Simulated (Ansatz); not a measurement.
C9H21Al (`C[CH](C)[Al]([CH](C)C)[CH](C)C`) at its PBE0-D4/def2-TZVP geometry, where that method's forces vanish. Total charge 0; spin multiplicity 1.

```xyz
31

C    -1.2794    2.1533   -1.2286
C    -1.2863    1.3062    0.0492
C    -1.0384    2.1813    1.2745
Al   -0.0179   -0.1944   -0.1914
C     1.8975   -0.0050    0.2739
C     2.5294    1.3028   -0.1985
C     2.0819   -0.1759    1.7851
C    -0.6413   -1.9177   -0.9394
C    -0.1410   -3.0967   -0.1011
C    -2.1489   -2.0006   -1.1593
H    -1.5245    1.5691   -2.1223
H    -0.3025    2.6189   -1.4005
H    -2.0104    2.9702   -1.1717
H    -2.2872    0.8630    0.1423
H    -1.7635    3.0036    1.3339
H    -0.0443    2.6388    1.2512
H    -1.1114    1.6188    2.2100
H     2.4252   -0.8336   -0.2187
H     3.5878    1.3632    0.0871
H     2.0342    2.1739    0.2420
H     2.4824    1.4210   -1.2854
H     1.7066   -1.1389    2.1476
H     3.1409   -0.1186    2.0685
H     1.5638    0.6088    2.3467
H    -0.1519   -1.9926   -1.9239
H    -0.4019   -4.0583   -0.5610
H     0.9451   -3.0835    0.0294
H    -0.5881   -3.0985    0.8995
H    -2.6965   -1.9266   -0.2137
H    -2.4402   -2.9529   -1.6205
H    -2.5194   -1.1991   -1.8048
```

**Question.** What forces (eV/Å) does PBE-D4/def2-TZVPP give on these atoms in the Gaussian-basis code of Ansatz? (An estimate is asked.)

**Answer.** Ansatz gave: 
```
C1   0.020 -0.041 -0.026
C2   0.025 -0.040  0.025
C3   0.006 -0.029  0.019
Al4  0.003  0.002 -0.002
C5  -0.043  0.000 -0.028
C6  -0.020 -0.003 -0.032
C7  -0.040 -0.025  0.002
C8   0.001  0.047  0.012
C9   0.033  0.018  0.013
C10 -0.003  0.029 -0.013
H11 -0.048 -0.102 -0.182
H12  0.184  0.095 -0.040
H13 -0.151  0.173  0.008
H14 -0.190 -0.091  0.017
H15 -0.146  0.177  0.018
H16  0.196  0.095  0.003
H17 -0.010 -0.100  0.188
H18  0.096 -0.164 -0.097
H19  0.222  0.021  0.058
H20 -0.093  0.178  0.084
H21 -0.004  0.035 -0.211
H22 -0.068 -0.184  0.084
H23  0.221  0.013  0.066
H24 -0.096  0.149  0.117
H25  0.097 -0.007 -0.185
H26 -0.053 -0.203 -0.088
H27  0.212 -0.009  0.033
H28 -0.083 -0.007  0.195
H29 -0.114  0.014  0.180
H30 -0.069 -0.195 -0.093
H31 -0.084  0.153 -0.125
```
